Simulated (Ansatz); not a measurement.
Z-matrix (Å, degrees):
```
C
B 1 1.566
H 1 1.094 2 110.2
H 1 1.091 2 113.8 3 -121.5
H 1 1.094 2 110.2 3 116.9
N 2 1.396 1 124.5 3 121.2
F 2 1.347 1 118.6 3 -58.8
H 6 1.006 2 122.4 1 -180.0
H 6 1.003 2 123.0 1 0.0
```

Total charge 0; spin multiplicity 1.

(1) List the PBE0/def2-TZVPP orbital energies in eV (Ansatz). (Estimate.)

Answers

(1) The calculation gave: Occupied: -673.30, -391.16, -277.35, -185.27, -32.96, -24.33, -19.51, -15.16, -14.32, -13.56, -12.36, -11.76, -10.90, -10.82, -9.35, -8.28. Lowest empty: 0.79, 1.52, 1.96, 2.41, 3.15, 3.25, 3.66, 4.15.
